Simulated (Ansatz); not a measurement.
Reaction (formal exchange of groups at the In–O bond): `[NH2][In]([NH2])[OH]` + CH₄ → `[CH3][In]([NH2])[NH2]` + H₂O

Program: Ansatz. Geometries: PBE0-D4/def2-TZVP. ΔE: electronic, gas phase. CCSD(T)/CBS is the MP2 limit (def2-TZVPP, def2-QZVPP) plus CCSD(T) − MP2 in def2-TZVPP, frozen cores. This one scheme is used for every species. Functionals use def2-TZVPP. B3LYP here is the variant with VWN-RPA as its local correlation; programs differ in this. def2 core potentials past Kr. For In outer-core shells are correlated without core-valence functions, which leaves a few kJ/mol of doubt a bond. Each species was taken in one conformer, which may not be the lowest.

```
          level  ΔE (kJ/mol)
       B3LYP-D4         50.7
  CCSD/def2-SVP         54.5
CCSD/def2-TZVPP         43.7
  MP2/CBS(def2)         44.4
```

(1) What does CCSD(T)/CBS give? (Best estimate.)

Largest T1 diagnostic among the species: 0.015.

## Answers

(1) Computed: +45.4 kJ/mol. The listed levels differ from it by 5.3, 9.1, -1.7, -1.0 kJ/mol.

From PBE to PBE0 (25 % exact exchange), in def2-TZVPP and without D4, ΔE moves by −5.1 kJ/mol. At CCSD(T), def2-SVP lies +9.6 kJ/mol from the extrapolated value and def2-TZVPP −1.0 kJ/mol. In def2-TZVPP, CCSD(T) changes the Hartree–Fock value by −10.0 kJ/mol (the triples alone add +0.7 kJ/mol) and MP2 by −11.0 kJ/mol.
